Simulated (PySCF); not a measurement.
Deuteron quadrupole couplings in `CC(=O)N[SiH2]C(C)(C)C`

C6H15NOSi.
Structure used (PBE0-D3(BJ)/def2-SVP), in Å, numbered top down from 1:
```
atom  x, y, z in Å
C1     3.6357    0.2716    0.4074
C2     2.5893    1.1608    1.0344
O3     2.8622    2.1629    1.6685
N4     1.2825    0.7976    0.8584
Si5    0.0266    1.8299    1.5742
C6    -1.6433    1.0346    1.1354
C7    -1.7160   -0.3816    1.7129
C8    -1.8213    0.9957   -0.3849
C9    -2.7397    1.9030    1.7613
H10    3.5214    0.2584   -0.6877
H11    4.6304    0.6534    0.6632
H12    3.5352   -0.7639    0.7674
H13    1.0793   -0.0406    0.3269
H14    0.1864    1.8818    3.0563
H15    0.0980    3.2033    0.9964
H16   -0.9612   -1.0522    1.2708
H17   -1.5645   -0.3874    2.8043
H18   -2.7054   -0.8302    1.5135
H19   -1.0516    0.3814   -0.8801
H20   -2.8025    0.5626   -0.6486
H21   -1.7745    2.0034   -0.8279
H22   -3.7375    1.4870    1.5358
H23   -2.7180    2.9341    1.3725
H24   -2.6453    1.9552    2.8581
```

Level: PBE0/pcSseg-1 (PySCF, non-relativistic); Q(2H) = 0.00286 b; rigid geometry, the same for H and D, with no vibrational averaging.

Question: Rank these positions by the coupling χzz of a deuteron there, largest first.
A. H15 (Si–H hydrogen)
B. H18 (methyl hydrogen)
C. H13 (amide N–H hydrogen)
D. H19 (methyl hydrogen)

Answer: C (271 kHz), D (196 kHz), B (192 kHz), A (95 kHz).

Question: Tabulate Vzz, the asymmetry η and χzz = 234.96 MHz × Q × Vzz for every hydrogen position.

Answer: 
```json
{"atom": "H10", "bonded to": "C1", "bond length (Å)": "1.101", "Vzz (au)": "0.2901", "η": "0.03", "χzz (kHz)": "195"}
{"atom": "H11", "bonded to": "C1", "bond length (Å)": "1.096", "Vzz (au)": "0.2960", "η": "0.01", "χzz (kHz)": "199"}
{"atom": "H12", "bonded to": "C1", "bond length (Å)": "1.101", "Vzz (au)": "0.2904", "η": "0.03", "χzz (kHz)": "195"}
{"atom": "H13", "bonded to": "N4", "bond length (Å)": "1.013", "Vzz (au)": "0.4039", "η": "0.17", "χzz (kHz)": "271"}
{"atom": "H14", "bonded to": "Si5", "bond length (Å)": "1.492", "Vzz (au)": "0.1418", "η": "0.04", "χzz (kHz)": "95"}
{"atom": "H15", "bonded to": "Si5", "bond length (Å)": "1.492", "Vzz (au)": "0.1418", "η": "0.04", "χzz (kHz)": "95"}
{"atom": "H16", "bonded to": "C7", "bond length (Å)": "1.102", "Vzz (au)": "0.2924", "η": "0.03", "χzz (kHz)": "197"}
{"atom": "H17", "bonded to": "C7", "bond length (Å)": "1.102", "Vzz (au)": "0.2892", "η": "0.02", "χzz (kHz)": "194"}
{"atom": "H18", "bonded to": "C7", "bond length (Å)": "1.104", "Vzz (au)": "0.2862", "η": "0.02", "χzz (kHz)": "192"}
{"atom": "H19", "bonded to": "C8", "bond length (Å)": "1.102", "Vzz (au)": "0.2922", "η": "0.03", "χzz (kHz)": "196"}
{"atom": "H20", "bonded to": "C8", "bond length (Å)": "1.104", "Vzz (au)": "0.2862", "η": "0.02", "χzz (kHz)": "192"}
{"atom": "H21", "bonded to": "C8", "bond length (Å)": "1.102", "Vzz (au)": "0.2894", "η": "0.02", "χzz (kHz)": "194"}
{"atom": "H22", "bonded to": "C9", "bond length (Å)": "1.104", "Vzz (au)": "0.2868", "η": "0.02", "χzz (kHz)": "193"}
{"atom": "H23", "bonded to": "C9", "bond length (Å)": "1.102", "Vzz (au)": "0.2888", "η": "0.02", "χzz (kHz)": "194"}
{"atom": "H24", "bonded to": "C9", "bond length (Å)": "1.102", "Vzz (au)": "0.2888", "η": "0.02", "χzz (kHz)": "194"}
```

Question: Average by the element that carries the hydrogen.

Answer: on C: 195 kHz over 12 positions, mean bond length 1.102 Å; on N: 271 kHz over 1 position, mean bond length 1.013 Å; on Si: 95 kHz over 2 positions, mean bond length 1.492 Å.

Geometry: PBE0-D3(BJ)/def2-SVP, one conformer, isolated molecule. A larger basis could move these couplings by a tenth or more.
